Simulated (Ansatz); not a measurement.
```yaml
crystal:
  periodic: [false, false, false]
  atoms:
    - {symbol: Cl, position_ang: [-0.559428, -1.915130, 1.172134]}
    - {symbol: C, position_ang: [0.414948, -0.490267, 1.405309]}
    - {symbol: Si, position_ang: [0.771589, 0.112550, -0.415644]}
    - {symbol: B, position_ang: [-0.955537, 0.556633, -1.259274]}
    - {symbol: Cl, position_ang: [-1.052525, 0.499857, -2.960667]}
    - {symbol: Cl, position_ang: [-2.498203, 1.062240, -0.426798]}
    - {symbol: H, position_ang: [-0.159871, 0.240906, 2.053542]}
    - {symbol: H, position_ang: [1.246960, -0.785831, 1.902614]}
    - {symbol: H, position_ang: [1.511280, 1.465194, -0.298993]}
    - {symbol: H, position_ang: [1.759420, -0.881636, -1.106622]}
basis:
  gaussian: {orbitals: def2-SVP}
hamiltonian: {xc: {name: r2SCAN0}, dispersion: d3bj}
output: {forces: true}
```

```sh
$ ansatz run in.yaml --threads 4 --pin off --events-out ev --progress --plain --max-ram 10444MiB
```

Output, abridged:

```
Warning: the engine holds no damping parameters fitted to this dispersion correction and functional, so the run takes those fitted to r2scan0 beside the three-body term, which d3bj leaves out (hamiltonian.dispersion, under Limitations)
Functional definition: r2SCAN0
  name "r2SCAN0"
  cite "Bursch, Neugebauer, Ehlert & Grimme, J. Chem. Phys. 156, 134105 (2022) doi:10.1063/5.0086040"
  cite "Furness, Kaplan, Ning, Perdew & Sun, J. Phys. Chem. Lett. 11, 8208 (2020) doi:10.1021/acs.jpclett.0c02405"
  cite "Furness, Kaplan, Ning, Perdew & Sun, J. Phys. Chem. Lett. 11, 9248 (2020) doi:10.1021/acs.jpclett.0c03077"
  parent r2scan
  parameter a = 0.25
  parameter k0 = 0.174
  parameter k1 = 0.065
  parameter a1 = 4.9479
  exchange = (1 - a)*r2scan_x(k0 = k0, k1 = k1, a1 = a1) + a*exact_x
  correlation = r2scan_c
1147 factors; integrals over basis functions are off by at most 1.4e-3 eV
mean field evaluation 1: about -47203.4107 eV, gradient 2.8e1 eV
mean field evaluation 2: about -47202.8198 eV, gradient 3.1e1 eV
mean field evaluation 4: about -47205.3667 eV, gradient 5.1e-1 eV
mean field evaluation 8: about -47205.5302 eV, gradient 2.0e-1 eV
mean field evaluation 16: about -47205.5304 eV, gradient 2.7e-5 eV
mean field -47205.53035790 eV, -1734.7712435952 hartree, gradient 2.7e-5 eV, S^2 0.000000; 0 other end points of the search recorded, 0 dependent functions left out
the calculation of the forces begins
reference -47205.53036493 eV, -1734.7712438536 hartree; 40, 40 occupied and 80, 80 virtual orbitals, 1147 factors
Total energy: -47205.64893375 eV, -1734.7756011771 hartree
Atom 0 at    -0.559428    -1.915130     1.172134 Å, force    -0.922741    -1.234023    -0.040436 eV/Å
Atom 1 at     0.414948    -0.490267     1.405309 Å, force    -2.610175     2.520477    -1.872937 eV/Å
Atom 2 at     0.771589     0.112550    -0.415644 Å, force     1.543797     0.337510     1.576722 eV/Å
Atom 3 at    -0.955537     0.556633    -1.259274 Å, force    -1.787828     0.171815     0.692639 eV/Å
Atom 4 at    -1.052525     0.499857    -2.960667 Å, force     0.005290     0.004260    -1.181598 eV/Å
Atom 5 at    -2.498203     1.062240    -0.426798 Å, force     1.461225    -0.376059    -0.279455 eV/Å
Atom 6 at    -0.159871     0.240906     2.053542 Å, force     0.633751    -0.623838    -0.872548 eV/Å
Atom 7 at     1.246960    -0.785831     1.902614 Å, force     3.017465    -0.844775     1.756841 eV/Å
Atom 8 at     1.511280     1.465194    -0.298993 Å, force    -0.293003    -0.660363    -0.200274 eV/Å
Atom 9 at     1.759420    -0.881636    -1.106622 Å, force    -1.047781     0.704996     0.421047 eV/Å
Dipole moment:     0.291208     0.147653     0.040383 e Å
```

Run time 3.1 s (4 threads of an AMD EPYC 7B13 on a shared host); peak host memory 0.32 GiB.
